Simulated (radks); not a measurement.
Trend from La+ to Lu+: ionisation energy by Delta-SCF between NIST ground configurations, and size. Calculated with a radial shooting solver on a logarithmic mesh with Libxc functionals: scalar-relativistic Kohn-Sham, LDA (Slater exchange, Perdew-Wang correlation), spin-polarised, spherical densities, finite nucleus; open shells are filled with parallel spins first (spin-orbit coupling, left out, can overturn this in heavy ions); Fermi nuclear charge, rms radius of each element as measured or else 0.836 A^(1/3) + 0.57 fm.

species     configuration  configuration of the ion  IE (eV)  NIST (eV)       kind  outermost  <r> outermost (bohr)  r at 0.001 e/bohr^3 (bohr)
La+              [Xe] 5d2                  [Xe] 5d1   11.330     11.185       exp.         5d                  2.88                        4.41
Ce+          [Xe] 4f1 5d2                  [Xe] 4f2    9.780      10.96  semi-emp.         5d                  2.81                        4.37
Pr+          [Xe] 4f3 6s1                  [Xe] 4f3   11.057      10.63  semi-emp.         6s                  3.99                        4.62
Nd+          [Xe] 4f4 6s1                  [Xe] 4f4   11.232      10.78  semi-emp.         6s                  3.93                        4.58
Pm+          [Xe] 4f5 6s1                  [Xe] 4f5   11.398      10.94  semi-emp.         6s                  3.87                        4.54
Sm+          [Xe] 4f6 6s1                  [Xe] 4f6   11.558      11.08  semi-emp.         6s                  3.82                        4.51
Eu+          [Xe] 4f7 6s1                  [Xe] 4f7   11.714      11.24  semi-emp.         6s                  3.76                        4.48
Gd+      [Xe] 4f7 5d1 6s1              [Xe] 4f7 5d1   12.783      12.08  semi-emp.         6s                  3.57                        4.55
Tb+          [Xe] 4f9 6s1                  [Xe] 4f9   11.989      11.51  semi-emp.         6s                  3.68                        4.43
Dy+         [Xe] 4f10 6s1                 [Xe] 4f10   12.121      11.65  semi-emp.         6s                  3.64                        4.41
Ho+         [Xe] 4f11 6s1                 [Xe] 4f11   12.251      11.78  semi-emp.         6s                  3.60                        4.38
Er+         [Xe] 4f12 6s1                 [Xe] 4f12   12.382      11.92  semi-emp.         6s                  3.56                        4.36
Tm+         [Xe] 4f13 6s1                 [Xe] 4f13   12.515      12.07  semi-emp.         6s                  3.52                        4.34
Yb+         [Xe] 4f14 6s1                 [Xe] 4f14   12.650     12.179       exp.         6s                  3.48                        4.31
Lu+         [Xe] 4f14 6s2             [Xe] 4f14 6s1   14.328      14.13  semi-emp.         6s                  3.24                        4.61

Reference values: NIST Atomic Spectra Database (exp. = measured, semi-emp. = semi-empirical, theory = theoretical value adopted there). Open shells are spherical and high-spin; term and fine-structure splittings are not resolved. Spin-orbit splitting is averaged out at the scalar-relativistic level.
